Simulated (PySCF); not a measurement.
HBr, charge +1, doublet, at a GFN2-xTB geometry (a state made from the parent by changing its charge; the spin is typed, not shown lowest); REVPBE/6-31G* run with PySCF.

The PySCF input:
```python
from pyscf import gto, scf, dft

mol = gto.Mole()
mol.atom = '''
    Br   -0.00000000   -0.00000000   -0.04027692
    H     0.00000000    0.00000000    1.40969227
'''
mol.basis = '6-31g*'
mol.charge = 1
mol.spin = 1
mol.verbose = 4
mol.build()

mf = dft.UKS(mol)
mf.xc = 'revpbe'
mf.kernel()
```

Write the output that PySCF gives for this input, abridged.


```
PySCF version 2.14.0

[INPUT] verbose = 4
[INPUT] num. atoms = 2
[INPUT] num. electrons = 35
[INPUT] charge = 1
[INPUT] spin (= nelec alpha-beta = 2S) = 1
[INPUT] symmetry False subgroup None
[INPUT] Mole.unit = angstrom
[INPUT] Symbol           X                Y                Z      unit          X                Y                Z       unit  Magmom
[INPUT]  1 Br     0.000000000000   0.000000000000  -0.040276920000 AA    0.000000000000   0.000000000000  -0.076112347941 Bohr   0.0
[INPUT]  2 H      0.000000000000   0.000000000000   1.409692270000 AA    0.000000000000   0.000000000000   2.663932310216 Bohr   0.0

nuclear repulsion = 12.7735144373654
number of shells = 14
number of NR pGTOs = 99
number of NR cGTOs = 34
basis = 6-31g*
ecp = {}

******** <class 'pyscf.dft.uks.UKS'> ********
method = UKS
initial guess = minao
damping factor = 0
level_shift factor = 0
DIIS = <class 'pyscf.scf.diis.CDIIS'>
diis_start_cycle = 1
diis_space = 8
diis_damp = 0
SCF conv_tol = 1e-09
SCF conv_tol_grad = None
SCF max_cycles = 50
direct_scf = True
direct_scf_tol = 1e-13
number electrons alpha = 18  beta = 17
XC library pyscf.dft.libxc version 7.1.2
    S. Lehtola, C. Steigemann, M. J. T. Oliveira, and M. A. L. Marques,  SoftwareX 7, 1–5 (2018)
XC functionals = revpbe
    Y. Zhang and W. Yang,  Phys. Rev. Lett. 80, 890 (1998)
    J. P. Perdew, K. Burke, and M. Ernzerhof,  Phys. Rev. Lett. 77, 3865 (1996)
    J. P. Perdew, K. Burke, and M. Ernzerhof,  Phys. Rev. Lett. 78, 1396 (1997)
radial grids:
    Treutler-Ahlrichs [JCP 102, 346 (1995); DOI:10.1063/1.469408] (M4) radial grids

becke partition: Becke, JCP 88, 2547 (1988); DOI:10.1063/1.454033
pruning grids: <function nwchem_prune>
grids dens level: 3
symmetrized grids: False
atomic radii adjust function: <function treutler_atomic_radii_adjust>
small_rho_cutoff = 0
Set gradient conv threshold to 3.16228e-05
tot grids = 30232
init E= -2573.1586751212

cycle= 1 E= -2573.77591522032  delta_E= -0.617  |g|= 0.213  |ddm|= 1.09
cycle= 2 E= -2573.78998849146  delta_E= -0.0141  |g|= 0.196  |ddm|= 0.566
cycle= 3 E= -2573.79895501715  delta_E= -0.00897  |g|= 0.0145  |ddm|= 0.178
cycle= 4 E= -2573.79907679797  delta_E= -0.000122  |g|= 0.00443  |ddm|= 0.03
cycle= 5 E= -2573.79908808551  delta_E= -1.13e-05  |g|= 0.00196  |ddm|= 0.00755
cycle= 6 E= -2573.7990908282  delta_E= -2.74e-06  |g|= 0.000321  |ddm|= 0.00345
cycle= 7 E= -2573.79909092634  delta_E= -9.81e-08  |g|= 6.43e-05  |ddm|= 0.000672
cycle= 8 E= -2573.79909093197  delta_E= -5.63e-09  |g|= 7.86e-06  |ddm|= 0.000171
cycle= 9 E= -2573.79909093208  delta_E= -1.11e-10  |g|= 6.14e-07  |ddm|= 2.77e-05
Extra cycle  E= -2573.79909093208  delta_E= -1.82e-12  |g|= 2.36e-07  |ddm|= 1.79e-06
converged SCF energy = -2573.79909093208  <S^2> = 0.75210848  2S+1 = 2.0021074
```
